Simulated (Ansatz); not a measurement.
Born–Oppenheimer molecular dynamics of Cl3HOSi (6 atoms, charge 0, multiplicity 1). It goes on from the last frame of an earlier run, with new velocities.

All numbers below come from RKS r2SCANh-D4/6-31G in Ansatz 0.2.0.

| Item | Value |
| --- | --- |
| ensemble | NVE (velocity Verlet) |
| time step | 0.5 fs |
| steps asked | 100 |
| starting velocities drawn for | 1000 K |
| seed | 907407 |

First frame:

```xyz
6
Properties=species:S:1:pos:R:3
Si -0.101 -0.103 -0.106
O -0.378 0.269 1.592
H 0.208 0.058 2.349
Cl 1.911 0.086 -0.712
Cl -0.872 1.806 -0.593
Cl -0.911 -2.023 -0.897
```

Task: How far do the bonds stretch over the last three quarters of this one trajectory? (Pairs bonded in most of those frames.)

Result: 
```
   bond  mean (Å)  spread (Å)  shortest  longest
 Si1–O2     1.724       0.067      1.62     1.81
Si1–Cl4     2.182       0.017      2.15     2.20
Si1–Cl5     2.197       0.020      2.15     2.21
Si1–Cl6     2.262       0.031      2.21     2.30
  O2–H3     0.973       0.009      0.96     0.99
```

Mean temperature of the second half: 1207 K. The conserved energy stayed within 0.035 meV per atom of its start (net change -0.0077 meV per atom), so the integration is sound. A run of 0.05 ps of so small a system gives no equilibrium averages. Limits of this set-up: no polarisation functions.

The run took 5.1 min on 1 thread of Intel(R) Xeon(R) 6975P-C (Granite Rapids), with other jobs on the host, peak memory 0.2 GiB.
